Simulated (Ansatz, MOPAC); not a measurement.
Reaction (SMILES): [SiH2-][AsH2] → [SiH3][AsH-]

Wanted: isomerisation energy (enthalpy at 298 K), in kcal/mol. Set-up: non-relativistic; six Cartesian d functions in 6-31G* and its kin unless marked 5d; valence correlation only (noble-gas shells and the d and f shells of earlier blocks); no dispersion term unless named; no spin-orbit coupling; LANL2DZ with its own core potentials from Na on. Ab initio and DFT rows: single points at B3LYP-D3(BJ) geometries (Ansatz, an electronic-structure program), with unscaled harmonic terms from B3LYP/6-31G* (LANL2DZ past Ar) at its own minima. Semi-empirical rows: MOPAC heats of formation at their own minima for 298 K. Sets without +, aug- or the D of def2-TZVPD hold no diffuse functions, which anions need.

```csv
level,program,isomerisation energy (enthalpy at 298 K) (kcal/mol)
AM1,MOPAC,1.4
HF/3-21G,Ansatz,-7.5
HF/6-31G*,Ansatz,-17.8
SVWN5/6-31G* with LANL2DZ past Ar,Ansatz,-13.1
PBE/STO-3G,Ansatz,-7.9
PBE/6-31G*,Ansatz,-11.8
PBE/def2-SVP,Ansatz,-9.6
PBE/6-31G* with LANL2DZ past Ar,Ansatz,-12.8
B3LYP/3-21G,Ansatz,-5.6
B3LYP/LANL2DZ,Ansatz,-10.5
B3LYP/6-31G*,Ansatz,-13.5
B3LYP/def2-SVP,Ansatz,-11.2
B3LYP/6-31G* with LANL2DZ past Ar,Ansatz,-14.1
MP2/3-21G,Ansatz,-7.6
MP2/6-31G* with LANL2DZ past Ar,Ansatz,-16.5
wB97M-V/def2-TZVPD,Ansatz,-15.2
B2PLYP-D3(BJ)/def2-TZVPD,Ansatz + dftd3,-15.8
```

No value to compare with is used here. The 15 habitual levels span -17.8 (HF/6-31G*) to 1.4 kcal/mol (AM1); B2PLYP-D3(BJ)/def2-TZVPD gives -15.8.

The levels are drawn from those run, B3LYP/6-31G* more often than the rest, none by its result; runs whose electronic state is in doubt are left out.
